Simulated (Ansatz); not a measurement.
`C[SiH]1[AlH][Se]1`. Total charge 0; spin multiplicity 1.

Cartesian coordinates in Å:
```
C 0.5066 1.4605 0.2443
Si -0.2191 -0.2364 0.5530
Al -0.9919 -1.7544 -1.0441
Se 1.1436 -1.9960 -0.2197
H 1.4002 1.6060 0.8563
H 0.7793 1.5846 -0.8046
H -0.2199 2.2334 0.5099
H -0.5071 -0.3976 2.0051
H -1.8918 -2.4999 -2.1002
```

Q: What are the harmonic wavenumbers in cm⁻¹ at PBE0-D4/def2-TZVP (Ansatz, finite differences of forces, unscaled)? (Best estimate.)

A: Ansatz gave: 139, 146, 167, 291, 348, 411, 477, 481, 617, 661, 725, 784, 901, 1267, 1441, 1446, 1960, 2197, 3048, 3130, 3150.

Q: Is this a minimum?

A: Yes, all 21 modes are real.

Q: Give the ideal-gas thermochemistry at 298.15 K and 1 bar (rigid rotor, harmonic oscillator; point group C1, symmetry number 1).

A: Zero-point energy 142.3 kJ/mol; H(298) − E = 162.8 kJ/mol; entropy 348.1 J/(mol·K), of which translation 171.4, rotation 116.1, vibration 60.6; G(298) − E = 59.0 kJ/mol.

Q: Rotational constants (cm⁻¹)?

A: 0.1233, 0.06931, 0.04924.
